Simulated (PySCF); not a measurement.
Several structures and their simulated spectra, in scrambled order.

A. `Cc1ccc2nccn2c1`
B. `InChI=1S/C3H3ClF2/c4-1-3(6)2-5/h2H,1H2/b3-2-`
C. `CC(=O)c1cnn([SiH](C)C)n1`

Spectrum 1. $^{1}$H NMR (500 MHz, computed): δ 8.42 (s, 1H), 5.65 (sept, 1H), 2.74 (s, 3H), 0.56 (d, 6H). $^{13}$C{$^{1}$H} NMR (computed): δ 197.0 (C), 153.7 (C), 143.5 (CH), 30.8 (CH3), -0.8 (CH3).

Spectrum 2. $^{1}$H NMR (500 MHz, computed): δ 6.79 (m, 1H), 4.25 (m, 2H). $^{13}$C{$^{1}$H} NMR (computed): δ 158.2 (C), 148.4 (CH), 47.2 (CH2).

Spectrum 3. $^{1}$H NMR (500 MHz, computed): δ 8.14 (s, 1H), 7.91 (d, 1H), 7.87 (m, 1H), 7.51 (m, 1H), 7.26 (d, 1H), 2.48 (s, 3H). $^{13}$C{$^{1}$H} NMR (computed): δ 148.5 (C), 141.4 (CH), 129.8 (CH), 127.5 (C), 126.4 (CH), 125.2 (CH), 113.5 (CH), 21.4 (CH3).

Isolated molecule, a single conformation, fast rotation and ring inversion assumed for equivalent nuclei, non-relativistic Hamiltonian. Geometry: GFN2-xTB; PBE0/pcSseg-1 with gauge-including orbitals; PySCF.

References, each an isolated molecule treated in the same way: $^{1}$H (31.72 ppm) and $^{13}$C (186.93 ppm) vs TMS. Splittings of carbon signals by F and P are missing where no couplings were computed. Where no couplings were computed, multiplicities follow the n + 1 count of equivalent neighbours, and m marks all less simple cases (inequivalent or close neighbours, rings, F or P nearby). Shifts are as computed. Against solution values, carbons near 30 ppm lie about +3 ppm off and those near 130 ppm about +5 ppm; carbons on Cl a further +6 ppm. Of 1211 compounds with measured shifts, 218 miss one by over three times the rms of a fit or turn the order of signals round; such compounds aren't used in these exercises. Carbons bonded to Cl come out too deshielded.

Question: Which spectrum belongs to which compound?

Answer: 1–C, 2–B, 3–A.

- Spectrum 1 (C): 5 $^{13}$C signals; δC 197.0 is a ketone carbonyl carbon; δC 143.5 is an aromatic CH next to a ring nitrogen.
- Spectrum 2 (B): 3 $^{13}$C signals; δC 158.2 is a fully substituted alkene carbon; δC 148.4 is an alkene CH.
- Spectrum 3 (A): 8 $^{13}$C signals; δC 141.4 is an aromatic CH next to a ring nitrogen; δC 129.8 is an aromatic CH.
